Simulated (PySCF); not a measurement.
# Static response to an electric field

Compound: C7H7N.
Cartesian coordinates in Å at the GFN2-xTB level; atoms count from 1:
```xyz
15
C7H7N angstrom
C     -3.2351   -0.6273    0.0907
C     -1.9275   -0.7819   -0.1156
C     -0.9400    0.1682    0.3145
C      0.3829    0.0172    0.1086
C      1.3564    0.9704    0.5422
C      2.6838    0.8373    0.3463
C      3.2549   -0.2628   -0.3100
N      3.7379   -1.1573   -0.8450
H     -3.9542   -1.3554   -0.2423
H     -3.6268    0.2373    0.6017
H     -1.5581   -1.6589   -0.6311
H     -1.3051    1.0476    0.8313
H      0.7539   -0.8591   -0.4077
H      0.9884    1.8477    1.0588
H      3.3841    1.5849    0.6931
```

Level: PBE0/def2-SVPD (PySCF), static field, nuclei fixed, core orbitals frozen in the response. The polarisability tensor in these axes (au):

```
x   198.44   6.10 -10.08
y     6.10  76.81  12.27
z   -10.08  12.27  61.09
```

Q: What are the eigenvalues, a third of the trace, and Δα (Δα² = ½Σ(αi − αj)² over the three pairs)?

A: Principal values 53.43, 83.52 and 199.40 au; mean 112.12 au = 16.61 Å³ = 18.49 × 10⁻⁴⁰ C²·m²/J; Δα = 133.50 au (119 % of the mean).

Q: What is the dipole moment, and where does it point?

A: (-3.45, 2.58, 1.73) D, 4.64 D in size, pointing from the negative to the positive side. Measured along this direction, the outermost atoms are N8 at the negative end and H10 at the positive end.

Q: Refractivity n − 1 of an ideal gas of it at 500 K and 1 atm, from the electronic α?

A: N = p/kT = 1.4678 × 10¹⁹ cm⁻³, so n − 1 = 2π × N × 16.61 × 10⁻²⁴ cm³ = 1532 × 10⁻⁶ at long wavelengths.

Q: Find the Langevin capture rate constant for O2+ (31.990 u) meeting this molecule (105.058 u), k = 2.342 × 10⁻⁹ cm³/s × √(α in Å³ / reduced mass in u).

A: The reduced mass is 24.52 u, so k = 1.93 × 10⁻⁹ cm³/s. The formula leaves out the permanent dipole, which adds to the capture rate.

Q: Along which axes do the principal values lie, and how far do the nuclei extend along each?

A: Largest value along (1.00, 0.04, -0.07), where the nuclei span 7.72 Å; middle along (0.00, 0.88, 0.48), 3.88 Å; least along (0.08, -0.48, 0.87), 0.00 Å. The response follows the extents in order.

Q: Traceless (Buckingham) quadrupole moment about the centre of nuclear charge: eigenvalues?

A: -14.05, -2.52, 16.57 D·Å. The values depend on the origin, since the dipole doesn't vanish. The electronic extent ⟨r²⟩ about the same centre is 1489 bohr², a root-mean-square distance of 2.73 Å for the 56 electrons.

One conformer (not necessarily the lowest) at the GFN2-xTB geometry, without solvent, vibrations or thermal averaging.

These values come from a run that also computed excited states. Hardware: an Arm Neoverse V1 with one thread, on a shared host. Cost: 39 s of wall time (with the writing of density and orbital grids), 0.85 GiB resident at most.
